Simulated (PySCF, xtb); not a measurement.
BBr₂HO. Atoms are numbered in the order given.

```xyz
5

B      0.6482    -0.0105     0.0000
Br    -0.3211     1.6541     0.0000
Br    -0.2932    -1.6692     0.0000
O      1.9842    -0.0329     0.0000
H      2.3849     0.8448     0.0000
```

Geometry: PBE0-D3(BJ)/def2-SVP. Other conformers were not sampled.

Calculation: C-PCM-ωB97X/def2-SVP run with PySCF.

The values are the electrostatic part of the solvation free energy, E(continuum) − E(gas) at the gas-phase geometry, in a cavity of scaled van der Waals radii (PySCF's table); cavitation and dispersion terms are not included. In vacuum the orbital gap is 12.35 eV. The dipole moment in vacuum is 1.99 D.

Computed values in water (ε = 78.36), acetonitrile (ε = 35.69), toluene (ε = 2.37):
```csv
solvent,ε,ΔG(elec) (kcal/mol),dipole (D),gap (eV)
water,78.36,-4.6,2.54,12.51
acetonitrile,35.69,-4.5,2.53,12.51
toluene,2.37,-2.6,2.28,12.44
```

For comparison, GFN2-xTB/ALPB(water) (xtb, at the GFN2-xTB geometry, all terms of that model) gives -6.1 kcal/mol.
